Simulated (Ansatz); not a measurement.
Reaction (redistribution): `O[SiH](O)[SiH](O)F` + `C=[CH][Sn]([F])([F])[F]` → `C=C[Si@@H](O)[Si@@H](O)F` + `[OH][Sn]([F])([F])[F]`

Program: Ansatz. Geometries: PBE0-D4/def2-TZVP. ΔE: electronic, gas phase. CCSD(T)/CBS is the MP2 limit (def2-TZVPP, def2-QZVPP) plus CCSD(T) − MP2 in def2-TZVPP, frozen cores. Functionals use def2-TZVPP. Elements past krypton have def2 core potentials. For Sn outer-core shells are correlated without core-valence functions, which leaves a few kJ/mol of doubt a bond. One conformer a species, not always the lowest.

`O[SiH](O)[SiH](O)F`:

```xyz
11

O     0.560   -1.839    1.136
Si    0.772   -0.678   -0.011
O    -0.030   -1.007   -1.422
Si   -0.248    1.382    0.493
O    -1.693    1.384   -0.278
F     0.692    2.563   -0.046
H    -0.317   -1.959    1.503
H     2.240   -0.677   -0.230
H     0.274   -1.737   -1.965
H    -0.529    1.688    1.915
H    -1.720    0.878   -1.095
```

`C=[CH][Sn]([F])([F])[F]`:

```xyz
9

C     1.111   -0.166   -1.246
C     0.318   -0.793   -0.388
Sn   -0.838    0.324    0.948
F    -2.717    0.109    0.814
F    -0.527    2.178    0.672
F    -0.504    0.033    2.793
H     1.721   -0.726   -1.950
H     1.191    0.915   -1.290
H     0.246   -1.874   -0.352
```

`C=C[Si@@H](O)[Si@@H](O)F`:

```xyz
14

C     2.135   -0.299   -1.465
C     1.565   -0.461   -0.273
Si    0.311    0.717    0.407
O     0.246    1.993   -0.644
Si   -1.794   -0.323    0.543
O    -1.724   -1.414    1.764
F    -2.903    0.798    0.864
H     1.897    0.552   -2.095
H     2.864   -1.004   -1.855
H     1.835   -1.330    0.325
H     0.702    1.155    1.780
H    -0.430    2.655   -0.495
H    -2.277   -0.979   -0.705
H    -2.426   -2.061    1.848
```

`[OH][Sn]([F])([F])[F]`:

Cartesian coordinates in Å:
```
O -1.551 -0.134 -0.174
Sn 0.323 0.206 0.054
F 1.257 -1.405 0.377
F 0.622 1.382 1.492
F 1.094 1.021 -1.459
H -1.746 -1.070 -0.291
```

Q: Is it downhill or uphill in electronic energy at CCSD(T)/CBS, and by how much? (Estimate.)

A: Computed: Uphill: ΔE = +94.7 kJ/mol.

Q: What do these levels give: ωB97M-V, PBE0, MP2/def2-TZVPP, SCS-MP2/def2-TZVPP, CCSD/def2-TZVPP, CCSD(T)/def2-TZVPP? (An estimate is asked.)

A: The calculation gave: ωB97M-V 97.5, PBE0 93.2, MP2/def2-TZVPP 97.9, SCS-MP2/def2-TZVPP 96.2, CCSD/def2-TZVPP 97.7, CCSD(T)/def2-TZVPP 96.3 kJ/mol.

Largest T1 diagnostic among the species: 0.015.

From PBE to PBE0 (25 % exact exchange), in def2-TZVPP and without D4, ΔE moves by +3.4 kJ/mol.
